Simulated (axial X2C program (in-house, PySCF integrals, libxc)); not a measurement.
GeP⁻: properties at the nuclei

Computed with an in-house all-electron X2C program for linear molecules (integrals from PySCF): two-component X2C with atomic mean-field Coulomb and Gaunt terms, Gaussian nuclei, basis Ge dyall-acv3z, P dyall-av3z with contracted cores.

R = 2.069 Å (near the PBE0 minimum at charge -1 of the determinant lowest at the starting distance; the state shown can have its own minimum elsewhere).

Determinant lowest in the PBE0 search, Ω = 0 (closed shell), highest spinor 56% P p, 34% Ge p, 4% Ge d:

```json
{"level": "PBE0", "qzz Ge (a.u.)": "-3.62", "qzz P (a.u.)": "-0.98"}
{"level": "HF", "qzz Ge (a.u.)": "-4.30", "qzz P (a.u.)": "-1.14"}
{"level": "TPSSh", "qzz Ge (a.u.)": "-3.47", "qzz P (a.u.)": "-0.93"}
{"level": "LDA", "qzz Ge (a.u.)": "-3.37", "qzz P (a.u.)": "-0.96"}
{"level": "BP86", "qzz Ge (a.u.)": "-3.34", "qzz P (a.u.)": "-0.94"}
```

Determinant 2.36 eV from it at PBE0 and this distance, Ω = 1 (⟨Sz⟩ = 1.00, ⟨Lz⟩ = 0.00 at PBE0), spin on the atoms Ge 0.53, P 0.47:

```csv
level,Eeff magnitude (GV/cm),Ws magnitude Ge (kHz),A∥/gI Ge (MHz),qzz Ge (a.u.),A∥/gI P (MHz),qzz P (a.u.)
PBE0,0.103,0.0467,-304,-3.24,23,-1.16
HF,0.208,0.099,-333,-3.75,42.9,-1.17
TPSSh,0.0921,0.0421,-270,-3.10,39.6,-1.15
LDA,0.0146,0.00492,-247,-3.14,30,-1.19
BP86,0.0696,0.0304,-250,-3.12,29.2,-1.18
```

Eeff is the effective electric field on the electron electric dipole moment in this Ω state and Ws the scalar–pseudoscalar constant of the nucleus named (defined with the proton number Z and per Ω); A∥ (defined per Ω) follows by multiplying with gI = μI/(I μN); qzz is the electric field gradient, eQq0 = 234.96 MHz × Q/barn × qzz. The operators were transformed with the bare-nucleus X2C matrices; with these basis sets, hyperfine constants and field gradients can be off by tens of per cent, and where levels differ in sign neither size nor sign is settled.

(1) With Q(73Ge) = -0.196 barn (Q from Pyykkö, Mol. Phys. 2018), turn the PBE0 values of the first state into constants in MHz.

Each state is one determinant with collinear spin, which with several unpaired electrons need not be a pure state. Unrestricted Hartree–Fock can overshoot spin polarisation at the nuclei. For an anion, determinants above electron detachment, or with a positive highest level, are held by the basis set. A closed determinant beside an open π² or δ² triplet, such as (π1/2)², mixes with its partner pair into the 0⁺ component of the triplet and ¹Σ⁺, so its energy is not that of a level, and 0⁺ can lie lowest. With several open shells hyperfine constants can be off by a factor of several. Where Eeff spreads by more than a factor of two the levels disagree and none is to be relied on. Open-shell Ω = 0 determinants with evenly filled partner blocks cannot be reached by this program, so the Ω shown need not be the lowest component. The search compared states at one distance, so a state with another bond length can lie lower. Further determinants of the search, some of them spin-mixed, are not shown. PBE0 term energies can be off by some tenths of an eV.

Results:

(1) eQq0(73Ge) = 234.96 × (-0.196) × (-3.62) = 167 MHz.
